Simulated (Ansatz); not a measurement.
Start from `N[SiH2][GaH2]` and change one element to get `B[SiH2]N`.

Ansatz, PBE0-D4/def2-TZVP geometries, multiplicity 1. Each molecule was computed in one conformer, which needn't be the lowest.

Scalar relativity is left out up to krypton.

| property | `N[SiH2][GaH2]` |
| --- | --- |
| HOMO–LUMO gap (ωB97M-V/def2-TZVPP) / eV | 9.00 |
| HOMO energy (ωB97M-V/def2-TZVPP) / eV | -9.24 |
| LUMO energy (B3LYP/def2-TZVPP) / eV | -2.22 |
| ideal-gas entropy at 298 K and 1 bar (rigid rotor, harmonic PBE0-D4/def2-TZVP) / J/(mol·K) | 338 |
| HOMO–LUMO gap (B3LYP/def2-TZVPP) / eV | 4.71 |
| LUMO energy (ωB97M-V/def2-TZVPP) / eV | -0.23 |

(1) What does the change do to each property? (An estimate is asked.)

Results:

(1) The calculation gave: 
```json
{"property": "HOMO–LUMO gap (ωB97M-V/def2-TZVPP) / eV", "`B[SiH2]N`": "9.29", "shift": "0.29"}
{"property": "HOMO energy (ωB97M-V/def2-TZVPP) / eV", "`B[SiH2]N`": "-9.58", "shift": "-0.34"}
{"property": "LUMO energy (B3LYP/def2-TZVPP) / eV", "`B[SiH2]N`": "-2.46", "shift": "-0.24"}
{"property": "ideal-gas entropy at 298 K and 1 bar (rigid rotor, harmonic PBE0-D4/def2-TZVP) / J/(mol·K)", "`B[SiH2]N`": "304", "shift": "-34"}
{"property": "HOMO–LUMO gap (B3LYP/def2-TZVPP) / eV", "`B[SiH2]N`": "4.58", "shift": "-0.13"}
{"property": "LUMO energy (ωB97M-V/def2-TZVPP) / eV", "`B[SiH2]N`": "-0.29", "shift": "-0.06"}
```

With PBE0 the HOMO falls by 0.14 eV and the LUMO falls by 0.29 eV, so the gap narrows by about 0.15 eV. PBE moves the HOMO by -0.03 eV and ωB97M-V by -0.34 eV.

B3LYP here is the variant with VWN-RPA as its local correlation; programs differ in this.
